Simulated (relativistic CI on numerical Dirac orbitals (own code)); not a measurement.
**Magnetism of Hg4+, 5d8, in a crystal field**

Calculated by Dirac-Coulomb-Breit CI, orbitals from a KLI potential per configuration, QED by a radiative potential, valence Slater integrals scaled by 0.65, one configuration in a parametric crystal field (own radial code).

Field parameters in Wybourne normalisation: D3d B²₀ = −7Dσ, B⁴₀ = −14Dq − 21Dτ, B⁴₃ = −14√(10/7) Dq; Oh B⁴₀ = 21Dq, B⁴₄ = √(5/14) B⁴₀; Td as Oh with Dq negative (B⁴₀ = 21Dq, B⁴₄ = √(5/14) B⁴₀). The field is a parameter set, without covalency.

S is read from ⟨S²⟩ = S(S + 1).

Powder χT (cm³ K mol⁻¹) by Van Vleck's formula, with temperature-independent terms:

```csv
Field,2 K,5 K,10 K,20 K,50 K,100 K,200 K,300 K
"D3d, 10Dq = 25700, Dσ = 40, Dτ = 460 cm⁻¹",0.259,0.648,1.18,1.58,1.75,1.78,1.79,1.8
"D3d, 10Dq = 27100, Dσ = -980, Dτ = -190 cm⁻¹",0.0683,0.171,0.342,0.682,1.4,1.71,1.8,1.83
"D3d, 10Dq = 31650, Dσ = 390, Dτ = 240 cm⁻¹",0.984,1.17,1.4,1.58,1.67,1.69,1.7,1.71
"D3d, 10Dq = 42400, Dσ = 610, Dτ = 20 cm⁻¹",0.971,1.21,1.4,1.5,1.54,1.55,1.56,1.57
"Oh, 10Dq = 18600 cm⁻¹",2.01,2.01,2.01,2.02,2.02,2.03,2.04,2.05
"Oh, 10Dq = 44300 cm⁻¹",1.53,1.53,1.53,1.53,1.53,1.54,1.54,1.55
"Td, 10Dq = -9400 cm⁻¹",0.00482,0.0121,0.0241,0.0482,0.121,0.241,0.482,0.723
"Td, 10Dq = -16150 cm⁻¹",0.00314,0.00786,0.0157,0.0314,0.0786,0.157,0.314,0.471
```

Question: For Oh, 10Dq = 44300 cm⁻¹: what effective moment follows at 300 K?

Answer: μ_eff = √(8χT) = 3.52 μB. The ground level has S = 0.99; the spin-only moment for S = 1 is 2.83 μB. The difference comes from the orbital moment, spin-orbit mixing of terms and temperature-independent paramagnetism, all larger in this ionic model than in covalent complexes.
